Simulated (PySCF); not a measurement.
Molfile (atoms numbered from 1):
```
C5H9ClO
     RDKit          3D

 16 15  0  0  0  0  0  0  0  0999 V2000
   -1.4151    0.7286    0.6453 C   0  0  0  0  0  0  0  0  0  0  0  0
   -0.0405    1.0773    1.1923 C   0  0  0  0  0  0  0  0  0  0  0  0
    1.0856    0.7738    0.2137 C   0  0  0  0  0  0  0  0  0  0  0  0
    2.4517    1.1406    0.7652 C   0  0  0  0  0  0  0  0  0  0  0  0
    3.5766    0.8549   -0.1837 C   0  0  0  0  0  0  0  0  0  0  0  0
    3.5068    0.3839   -1.2658 O   0  0  0  0  0  0  0  0  0  0  0  0
    5.1681    1.3228    0.5097 Cl  0  0  0  0  0  0  0  0  0  0  0  0
   -2.2093    0.9610    1.3703 H   0  0  0  0  0  0  0  0  0  0  0  0
   -1.4882   -0.3435    0.4027 H   0  0  0  0  0  0  0  0  0  0  0  0
   -1.6313    1.2898   -0.2778 H   0  0  0  0  0  0  0  0  0  0  0  0
    0.1360    0.5259    2.1329 H   0  0  0  0  0  0  0  0  0  0  0  0
   -0.0086    2.1475    1.4635 H   0  0  0  0  0  0  0  0  0  0  0  0
    1.0767   -0.2966   -0.0515 H   0  0  0  0  0  0  0  0  0  0  0  0
    0.9190    1.3149   -0.7328 H   0  0  0  0  0  0  0  0  0  0  0  0
    2.6762    0.6023    1.7024 H   0  0  0  0  0  0  0  0  0  0  0  0
    2.5168    2.2095    1.0318 H   0  0  0  0  0  0  0  0  0  0  0  0
  1  2  1  0
  2  3  1  0
  3  4  1  0
  4  5  1  0
  5  6  2  0
  5  7  1  0
  1  8  1  0
  1  9  1  0
  1 10  1  0
  2 11  1  0
  2 12  1  0
  3 13  1  0
  3 14  1  0
  4 15  1  0
  4 16  1  0
M  END
```

Geometry: PBE0-D3(BJ)/def2-SVP; GIAO shifts from PySCF 2.14, gas phase, non-relativistic, averaged over equivalent atoms.

At PBE0/6-31G* (120 basis functions, 20 s wall time on 1 thread of an Intel Xeon Platinum 8488C, shared host):
| atoms | δ (ppm) |
| --- | --- |
| C5 | 169.3 |
| C4 | 47.1 |
| C3 | 27.0 |
| C2 | 23.2 |
| C1 | 15.5 |
| O6 | 522.0 |
| Cl7 | 397.1 |
| H15/H16 | 2.60 |
| H13/H14 | 1.53 |
| H11/H12 | 1.21 |
| H8/H9/H10 | 1.00 |

References, each an isolated molecule treated in the same way: ¹³C (194.14 ppm), ¹H (31.96 ppm) against TMS; ¹⁷O (324.18 ppm) vs H2O; ³⁵Cl (929.83 ppm) vs HCl.

What do these become at PBE0/6-311+G(2d,p)?

Results:


```
    atoms  δ at PBE0/6-311+G(2d,p)  change
       C5                    182.0   +12.7
       C4                     50.2    +3.1
       C3                     29.4    +2.4
       C2                     25.2    +2.0
       C1                     15.1    -0.4
       O6                    558.0   +36.0
      Cl7                    457.1   +60.0
  H15/H16                     2.90   +0.30
  H13/H14                     1.48   -0.05
  H11/H12                     1.16   -0.05
H8/H9/H10                     0.95   -0.05
```

References, each an isolated molecule treated in the same way: ¹³C (σref 186.44), ¹H (σref 31.51) vs TMS; H2O for ¹⁷O (σref 326.57); HCl for ³⁵Cl (σref 948.03).

The largest change is at Cl7 (chlorine bonded to C). Cost: 251 basis functions, 47 s wall time on 1 thread of an Intel Xeon Platinum 8488C, shared host. The order of the carbon signals is the same at both levels.

Carbons that carry Cl, above all several Cl atoms, come out too deshielded, partly because spin–orbit coupling is missing. Unscaled 17O shifts of doubly bonded oxygen tend to come out too high, by tens of ppm or more. Experimental scales use liquid or dissolved standards, which lie at an offset from isolated H2O (liquid H2O: subtract about 36 ppm).
